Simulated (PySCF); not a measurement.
Input for PySCF: R-M06-2X/def2-TZVPPD on N2 (SMILES N#N) with ghost functions.

```python
from pyscf import gto, dft

mol = gto.M(
    atom='''
    N     0.06391486    0.32300396   -1.09638648
    N     0.03054041    0.11817665   -0.02597587
    ghost-C   -0.07734372   -0.54918415    3.42180616
    ghost-N   -0.11256096   -0.76755802    4.54661485
    ghost-H   -0.04446972   -0.34468306    2.37381701
    ''',
    basis='def2-tzvppd',
    charge=0, spin=0, verbose=4, max_memory=1800)
mf = dft.RKS(mol, xc='m062x').density_fit(auxbasis='def2-universal-jkfit')
mf.grids.level = 4
mf.conv_tol = 1e-9
mf.max_cycle = 150
mf.kernel()
mf.dip_moment()
```

Program output:

```
PySCF version 2.14.0

[INPUT] verbose = 4
[INPUT] num. atoms = 5
[INPUT] num. electrons = 14
[INPUT] charge = 0
[INPUT] spin (= nelec alpha-beta = 2S) = 0
[INPUT] symmetry False subgroup None
[INPUT] Mole.unit = angstrom
[INPUT] Symbol           X                Y                Z      unit          X                Y                Z       unit  Magmom
[INPUT]  1 N      0.063914860000   0.323003960000  -1.096386480000 AA    0.120781580690   0.610389021550  -2.071870173876 Bohr   0.0
[INPUT]  2 N      0.030540410000   0.118176650000  -0.025975870000 AA    0.057713010632   0.223321502819  -0.049087280147 Bohr   0.0
[INPUT]  3 GHOST-C  -0.077343720000  -0.549184150000   3.421806160000 AA   -0.146158448255  -1.037807635452   6.466276493750 Bohr   0.0
[INPUT]  4 GHOST-N  -0.112560960000  -0.767558020000   4.546614850000 AA   -0.212709386718  -1.450474442513   8.591856860380 Bohr   0.0
[INPUT]  5 GHOST-H  -0.044469720000  -0.344683060000   2.373817010000 AA   -0.084035591636  -0.651356583177   4.485864018734 Bohr   0.0

nuclear repulsion = 23.7812258900329
number of shells = 59
number of NR pGTOs = 227
number of NR cGTOs = 165
basis = def2-tzvppd
ecp = {}


******** <class 'pyscf.df.df_jk.DFRKS'> ********
method = DFRKS
initial guess = minao
damping factor = 0
level_shift factor = 0
DIIS = <class 'pyscf.scf.diis.CDIIS'>
diis_start_cycle = 1
diis_space = 8
diis_damp = 0
SCF conv_tol = 1e-09
SCF conv_tol_grad = None
SCF max_cycles = 150
direct_scf = False
XC library pyscf.dft.libxc version 7.1.2
    S. Lehtola, C. Steigemann, M. J. T. Oliveira, and M. A. L. Marques,  SoftwareX 7, 1–5 (2018)
XC functionals = m062x
    Y. Zhao and D. G. Truhlar,  Theor. Chem. Acc. 120, 215 (2008)
    Y. Zhao and D. G. Truhlar,  Theor. Chem. Acc. 120, 215 (2008)
radial grids:
    Treutler-Ahlrichs [JCP 102, 346 (1995); DOI:10.1063/1.469408] (M4) radial grids

becke partition: Becke, JCP 88, 2547 (1988); DOI:10.1063/1.454033
pruning grids: <function nwchem_prune>
grids dens level: 4
symmetrized grids: False
atomic radii adjust function: <function treutler_atomic_radii_adjust>
small_rho_cutoff = 0
Set gradient conv threshold to 3.16228e-05
Initial guess from minao.
tot grids = 127944
******** <class 'pyscf.df.df.DF'> ********
auxbasis = def2-universal-jkfit
init E= -109.656050865094
  HOMO = -0.396332001429675  LUMO = -0.011799910292251  gap/eV = 10.46365
cycle= 1 E= -109.529791093204  delta_E= 0.126  |g|= 0.171  |ddm|= 1.56
  HOMO = -0.537151960595164  LUMO = 0.00745222808484297  gap/eV = 14.81943
cycle= 2 E= -109.535072590045  delta_E= -0.00528  |g|= 0.0843  |ddm|= 0.479
  HOMO = -0.510481636872814  LUMO = 0.0266403232758383  gap/eV = 14.61583
cycle= 3 E= -109.536352364746  delta_E= -0.00128  |g|= 0.0062  |ddm|= 0.0821
  HOMO = -0.512432180619552  LUMO = 0.0268300762617013  gap/eV = 14.67407
cycle= 4 E= -109.536362544708  delta_E= -1.02e-05  |g|= 0.000953  |ddm|= 0.0266
  HOMO = -0.512362154028756  LUMO = 0.0268936804692002  gap/eV = 14.67390
cycle= 5 E= -109.536362559661  delta_E= -1.5e-08  |g|= 0.00102  |ddm|= 0.00291
  HOMO = -0.512379117445985  LUMO = 0.0268829354939263  gap/eV = 14.67407
cycle= 6 E= -109.536362735833  delta_E= -1.76e-07  |g|= 0.00027  |ddm|= 0.000632
  HOMO = -0.512401734598811  LUMO = 0.0268866838173977  gap/eV = 14.67479
cycle= 7 E= -109.536362749087  delta_E= -1.33e-08  |g|= 4.47e-06  |ddm|= 0.000319
  HOMO = -0.512401802612668  LUMO = 0.0268868645629868  gap/eV = 14.67479
cycle= 8 E= -109.536362749095  delta_E= -8.07e-12  |g|= 3.59e-07  |ddm|= 4.62e-05
  HOMO = -0.512401790152184  LUMO = 0.0268868932283062  gap/eV = 14.67479
Extra cycle  E= -109.536362749096  delta_E= -4.26e-13  |g|= 8.43e-08  |ddm|= 2.48e-06
converged SCF energy = -109.536362749096
Dipole moment(X, Y, Z, Debye):  0.00003,  0.00025, -0.00132
```

Self-consistency was reached.

Cost: very roughly 16 core-seconds.
